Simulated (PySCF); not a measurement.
**Correlation energy of Hg³⁺ (mercury, charge +3)**

[Xe] 4f14 5d9, 2D determinant. Calculation: PySCF 2.14, in x2c-TZVPPall; the spin-free X2C one-electron Hamiltonian (Gaussian nucleus). Frozen: [Kr] 4d10 4f14; 17 electrons correlated.

| level | correlation energy (mhartree) |
| --- | --- |
| CCSD | -451.58 |
| (T) | -8.86 |
| CCSD(T) | -460.44 |

Diagnostics: T1 = 0.0039, D1 = 0.0112, largest double amplitude 0.023.

Spin-orbit coupling, absent here, splits the open shell strongly.

Cost of the coupled-cluster step: roughly 50 core-seconds, for 17 correlated electrons.

Iterations:

```
CC2 = 0
CCSD nocc = (np.int64(9), np.int64(8)), nmo = (67, 67)
frozen orbitals [[0, 1, 2, 3, 4, 5, 6, 7, 8, 9, 10, 11, 12, 13, 14, 15, 16, 17, 18, 19, 20, 21, 22, 24, 25, 26, 27, 28, 29, 30], [0, 1, 2, 3, 4, 5, 6, 7, 8, 9, 10, 11, 12, 13, 14, 15, 16, 17, 18, 19, 20, 21, 22, 24, 25, 26, 27, 28, 29, 30]]
max_cycle = 100
direct = 0
conv_tol = 1e-08
conv_tol_normt = 1e-06
diis_space = 8
diis_start_cycle = 0
Init t2, MP2 energy = -0.456506820402712
Init E_corr(UCCSD) = -0.45650682041237
cycle = 1  E_corr(UCCSD) = -0.445947498641921  dE = 0.0105593218  norm(t1,t2) = 0.0342408
cycle = 2  E_corr(UCCSD) = -0.451195183543932  dE = -0.0052476849  norm(t1,t2) = 0.00861462
cycle = 3  E_corr(UCCSD) = -0.45127334475978  dE = -7.81612158e-05  norm(t1,t2) = 0.00425312
cycle = 4  E_corr(UCCSD) = -0.451644711539075  dE = -0.000371366779  norm(t1,t2) = 0.00233068
cycle = 5  E_corr(UCCSD) = -0.451588940563921  dE = 5.57709752e-05  norm(t1,t2) = 0.000793526
cycle = 6  E_corr(UCCSD) = -0.451575006400315  dE = 1.39341636e-05  norm(t1,t2) = 0.00016587
cycle = 7  E_corr(UCCSD) = -0.451586567353854  dE = -1.15609535e-05  norm(t1,t2) = 7.07681e-05
cycle = 8  E_corr(UCCSD) = -0.451584063311352  dE = 2.5040425e-06  norm(t1,t2) = 2.7345e-05
cycle = 9  E_corr(UCCSD) = -0.451583837229296  dE = 2.26082057e-07  norm(t1,t2) = 4.6631e-06
cycle = 10  E_corr(UCCSD) = -0.45158409149163  dE = -2.54262335e-07  norm(t1,t2) = 1.12504e-06
cycle = 11  E_corr(UCCSD) = -0.451584052794868  dE = 3.86967629e-08  norm(t1,t2) = 3.7563e-07
cycle = 12  E_corr(UCCSD) = -0.451584057893431  dE = -5.09856296e-09  norm(t1,t2) = 1.55087e-07
UCCSD converged
E(UCCSD) = -19618.18342880826  E_corr = -0.4515840578934305
UCCSD(T) correction = -0.0088563099845052
```

This basis was not built for core-valence correlation, so the inner-shell part is incomplete.
